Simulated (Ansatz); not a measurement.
CH₄BFO, relaxed with RKS PBE0-D4/def2-TZVP in the Gaussian-basis code of Ansatz from a PBE-D4/def2-SVP geometry. The force threshold is 0.005 eV/Å; the program also tests the step.

Total charge 0; spin multiplicity 1. The bonds changed during the relaxation, so this is another structure than the one it started from.

Start:

```xyz
8

B    -0.708    0.690   -0.453
C     0.076   -0.474    0.294
O     0.983   -0.249    1.201
F     0.384    0.387   -1.459
H    -1.823    0.382   -0.857
H    -0.567    1.789    0.066
H     0.069   -1.508   -0.117
H     1.585   -1.017    1.325
```

```tsv
step	energy (eV)	largest force (eV/Å)	largest move (Å)
1	-6536.9748	0.900	0.000
2	-6537.0038	0.349	0.018
3	-6537.0076	0.074	0.011
4	-6537.0081	0.069	0.007
5	-6537.0086	0.042	0.008
6	-6537.0102	0.073	0.041
7	-6537.0122	0.144	0.072
8	-6537.0168	0.635	0.195
9	-6537.0307	0.660	0.055
10	-6537.1025	1.248	0.197
11	-6537.2565	1.440	0.195
12	-6537.4571	0.891	0.195
13	-6537.5513	1.482	0.196
14	-6537.7407	1.656	0.200
15	-6538.0631	1.007	0.196
16	-6538.4400	1.380	0.196
17	-6538.4855	2.967	0.195
18	-6538.8726	0.545	0.186
19	-6538.9913	0.553	0.195
20	-6539.0284	0.620	0.200
21	-6539.0599	0.575	0.066
22	-6539.0716	0.168	0.027
23	-6539.0798	0.045	0.097
24 (rejected)	-6539.0781	0.221	0.108
25	-6539.0805	0.110	0.054
26	-6539.0812	0.045	0.011
27	-6539.0813	0.006	0.007
28	-6539.0813	0.001	0.003
```

End:

```xyz
8

B    -0.198    0.886   -0.720
C    -0.009   -0.432    0.100
O     0.555   -0.173    1.369
F    -0.718    0.783   -1.934
H    -0.993   -0.925    0.174
H     0.093    1.979   -0.326
H     0.615   -1.115   -0.501
H     0.654   -1.003    1.839
```

Hardware: 2 threads of an Intel Xeon Platinum 8488C on a shared host. Wall time 46 s, peak host memory 0.28 GiB.
